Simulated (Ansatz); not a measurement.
C$_{2}$H$_{7}$NOSn (`CO[C](=N)[SnH3]`). Total charge 0; spin multiplicity 1. Sn: def2 effective core potential. Geometry: relaxed with PBE0-D4/def2-TZVP. It is one conformer, not always the lowest.

```xyz
12

C     0.982   -0.167   -1.801
O     0.030    0.325   -0.874
C     0.050   -0.196    0.376
N     0.819   -1.082    0.840
Sn   -1.471    0.681    1.632
H     0.803    0.369   -2.730
H     2.004    0.027   -1.461
H     0.852   -1.241   -1.971
H     1.501   -1.431    0.165
H    -1.360   -0.028    3.172
H    -1.210    2.364    1.718
H    -2.999    0.381    0.935
```

What is the dipole moment at PBE/def2-TZVPP? (Best estimate.)

Ansatz gave: 2.40 D, with components (0.75, 0.24, -2.27) D in this frame, pointing from negative to positive charge.

And with r2SCAN, B3LYP, ωB97M-V? (Best estimate.)

The calculation gave: r2SCAN 2.41 D, B3LYP 2.37 D, ωB97M-V 2.32 D.

Give the Mulliken charges with PBE, B3LYP, r2SCAN in def2-TZVPP. (Estimate.)

Computed: 
```json
{"atom": "C1", "PBE": "-0.20", "B3LYP": "-0.18", "r2SCAN": "-0.05"}
{"atom": "O2", "PBE": "-0.20", "B3LYP": "-0.27", "r2SCAN": "-0.26"}
{"atom": "C3", "PBE": "-0.07", "B3LYP": "-0.04", "r2SCAN": "-0.01"}
{"atom": "N4", "PBE": "-0.28", "B3LYP": "-0.30", "r2SCAN": "-0.35"}
{"atom": "Sn5", "PBE": "0.61", "B3LYP": "0.69", "r2SCAN": "0.66"}
{"atom": "H6", "PBE": "0.12", "B3LYP": "0.13", "r2SCAN": "0.08"}
{"atom": "H7", "PBE": "0.11", "B3LYP": "0.11", "r2SCAN": "0.07"}
{"atom": "H8", "PBE": "0.11", "B3LYP": "0.11", "r2SCAN": "0.07"}
{"atom": "H9", "PBE": "0.13", "B3LYP": "0.13", "r2SCAN": "0.14"}
{"atom": "H10", "PBE": "-0.10", "B3LYP": "-0.11", "r2SCAN": "-0.11"}
{"atom": "H11", "PBE": "-0.11", "B3LYP": "-0.13", "r2SCAN": "-0.12"}
{"atom": "H12", "PBE": "-0.11", "B3LYP": "-0.13", "r2SCAN": "-0.12"}
```

B3LYP here is the variant with VWN-RPA as its local correlation; programs differ in this.
